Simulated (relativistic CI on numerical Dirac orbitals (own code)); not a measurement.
# Hyperfine structure of Os³⁰⁺, mass number 189

Computed by Dirac-Coulomb-Breit CI, separate exchange-only KLI orbitals for each configuration, QED by a radiative potential, unscaled Slater integrals (own radial code, finite nucleus).

Configurations in the expansion (outside the closed core [Ar] 3d10): 4s2 4p6 4d10, 4s2 4p6 4d9 4f, 4s2 4p5 4d10 4f, 4s 4p6 4d10 4f, 4s2 4p6 4d9 5s, 4s2 4p6 4d9 5p, 4s2 4p6 4d9 5d, 4s2 4p5 4d10 5s, 4p6 4d10 4f2, 4p6 4d9 4f3, 4p5 4d10 4f3, 4p6 4d9 4f2 5s, 4p6 4d9 4f2 5p, 4p6 4d9 4f2 5d. Double excitations out of closed p, d and f shells are left out; levels of such configurations are missing from the list, as are those of other unlisted configurations, and high levels can miss mixing partners. These lack a partner that the ground configuration has and come out too high: 4s2 4p5 4d10 5s.

Nuclear spin I = 3/2, μ = 0.6576 μN, Q = 0.86 b (tables of Stone and Pyykkö). The electronic factors are computed for point nuclear moments, without core polarisation or the Bohr-Weisskopf and QED corrections.

| Level | E (eV) | A (MHz) | B (MHz) |
| --- | --- | --- | --- |
| 4s2 4p6 4d9 4f 3P°_1 | 202.290 | 1756 | 2610 |
| 4s2 4p6 4d9 4f 3H°_5 | 207.222 | 3391 | -13900 |
| 4s2 4p6 4d9 4f 3H°_6 | 209.787 | 2594 | -13500 |
| 4s2 4p6 4d9 4f 3F°_3 | 210.422 | 3159 | 1070 |
| 4s2 4p6 4d9 4f 3F°_4 | 214.806 | 2370 | 6030 |
| 4s2 4p6 4d9 4f 3G°_5 | 216.680 | 2535 | -4070 |
| 4s2 4p6 4d9 4f 3D°_1 | 218.904 | -2049 | 1570 |
| 4s2 4p6 4d9 4f 3H°_4 | 225.447 | 5512 | -7410 |

Levels with J = 0, under 50 % of one LS term, or S terms without an open s electron are left out. Small factors come from cancelling terms and can be off by tens of per cent or more.

At this charge energies of transitions that change n are usually good to better than 1 %, and those within a shell (Δn = 0) to a few per cent.

(1) Give the hyperfine levels of 4s2 4p6 4d9 4f 3H°_5 relative to its centre of gravity.

Results:

(1) With K = F(F + 1) − I(I + 1) − J(J + 1), E = AK/2 + B[¾K(K + 1) − I(I + 1)J(J + 1)]/[2I(2I − 1)J(2J − 1)]: F = 7/2: -36540, F = 9/2: -12250, F = 11/2: 8947, F = 13/2: 21960 MHz.

LS names give the leading component of a level, which can be under half, so a name can repeat, a term be missing and a line seem to break the LS rules.
